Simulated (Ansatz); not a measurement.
Geometry optimisation, RKS LDA/6-31G in Ansatz 0.2.0.

input.yaml

```yaml
crystal:
  periodic: [false, false, false]
  atoms:
    - { symbol: "N", position_ang: [-0.6919, -2.3115, 0.9141] }
    - { symbol: Si, position_ang: [-0.1083, -0.7045, 1.1538] }
    - { symbol: C, position_ang: [1.3717, -0.3446, 0.0506] }
    - { symbol: "N", position_ang: [1.0011, 0.1686, -1.2442] }
    - { symbol: C, position_ang: [0.0961, 1.3598, -1.1008] }
    - { symbol: Si, position_ang: [-1.3256, 1.0084, 0.1008] }
    - { symbol: H, position_ang: [-0.7874, -2.4355, -0.0965] }
    - { symbol: H, position_ang: [-1.6491, -2.3117, 1.2614] }
    - { symbol: H, position_ang: [0.00278, -2.62748, 1.62062] }
    - { symbol: H, position_ang: [1.985, -1.2618, -0.0628] }
    - { symbol: H, position_ang: [2.0495, 0.3925, 0.562] }
    - { symbol: H, position_ang: [1.7504, 0.3817, -1.8157] }
    - { symbol: H, position_ang: [-0.3517, 1.6927, -2.074] }
    - { symbol: H, position_ang: [0.6773, 2.2058, -0.6831] }
    - { symbol: H, position_ang: [-2.532, 0.4234, -0.577] }
    - { symbol: H, position_ang: [-1.6373, 2.1791, 1.0107] }
basis:
  gaussian: { orbitals: "6-31G" }
hamiltonian:
  xc: lda
relax:
  f_tol: 0.02
  max_steps: 50
```

Command:

```bash
$ ansatz run input.yaml --threads 2 --pin off --max-ram 3072MiB --backend cpu --events-out ev --progress --plain --runs-dir out
```

Where does it end, and by what steps?

The run converged. Limits of this set-up: no polarisation functions. After 15 steps the energy has fallen by 3.041 eV; H7 moved furthest, 1.29 Å.

```csv
step,energy less start (eV),largest force component (eV/Å),accepted
0,0.0000,6.587,yes
1,-1.4221,3.152,yes
2,-2.1056,1.109,yes
3,-2.3104,0.877,yes
4,-2.4245,0.578,yes
5,-2.5462,0.535,yes
6,-2.6703,0.355,yes
7,-2.8050,0.136,yes
8,-2.9180,0.229,yes
9,-2.9942,0.248,yes
10,-3.0174,0.291,yes
11,-3.0339,0.205,yes
12,-3.0355,0.462,yes
13,-3.0405,0.095,yes
14,-3.0406,0.041,yes
15,-3.0410,0.009,yes
```

```xyz
16
Properties=species:S:1:pos:R:3
N -0.606 -1.912 0.423
Si 0.061 -0.602 1.824
C 1.472 -0.207 0.430
N 0.809 -0.219 -0.886
C -0.092 0.931 -1.081
Si -1.227 0.997 0.508
H -0.098 -1.408 -0.458
H -1.633 -1.917 0.350
H -0.259 -2.862 0.612
H 2.244 -1.002 0.451
H 1.968 0.762 0.656
H 1.450 -0.364 -1.680
H -0.678 0.804 -2.009
H 0.474 1.887 -1.148
H -2.614 0.478 0.107
H -1.421 2.447 0.921
```

The run took 33 s on 2 threads of Intel(R) Xeon(R) Platinum 8488C (Sapphire Rapids) (shared host), peak memory 0.17 GiB.
